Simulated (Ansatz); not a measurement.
Compare A (`CO[SiH2][SiH2]Cl`) with its isomer B (`CO[SiH]([SiH3])Cl`).

Gas-phase electronic energies from Ansatz, PBE0-D4/def2-TZVP geometries. CCSD(T)/CBS adds triple-zeta CCSD(T) − MP2 to the extrapolated MP2 energy (def2 sets, frozen cores). Functionals use def2-TZVPP. B3LYP here is the variant with VWN-RPA as its local correlation; programs differ in this. Each species was taken in one conformer, which may not be the lowest.

**Question.** Which isomer does CCSD(T)/CBS put lower? Give the gap. (Estimate.)

**Answer.** The calculation gave: B, by 22.7 kJ/mol.

**Question.** Give E(B) − E(A) in kJ/mol with BLYP-D4, B3LYP, CCSD/def2-TZVPP, ωB97M-V, B3LYP-D4, PBE-D4, LDA (SPW92). (Estimate.)

**Answer.** The calculation gave: BLYP-D4 -24.2, B3LYP -20.5, CCSD/def2-TZVPP -22.1, ωB97M-V -23.8, B3LYP-D4 -23.3, PBE-D4 -24.6, LDA (SPW92) -27.3. None reverses the order clearly.

**Question.** Does the order hold for the free energy at 298.15 K (harmonic terms from PBE0-D4)? (Best estimate.)

**Answer.** Ansatz gave: Yes: G(B) − G(A) = -21.7 kJ/mol, for one conformer each. Modes under 60 cm⁻¹, often nearly free rotors, make the harmonic entropy too high.

Largest T1 diagnostic: 0.012.

In def2-TZVPP, CCSD(T) changes the Hartree–Fock value by −6.0 kJ/mol (the triples alone add −1.2 kJ/mol) and MP2 by −6.2 kJ/mol. Leaving LDA and LC-ωPBE aside and taking each functional with its dispersion term where it has one, the values, not all of them listed here, spread over 3.0 kJ/mol, from revPBE-D4 to B2PLYP. LDA lies −4.4 kJ/mol from PBE without D4.
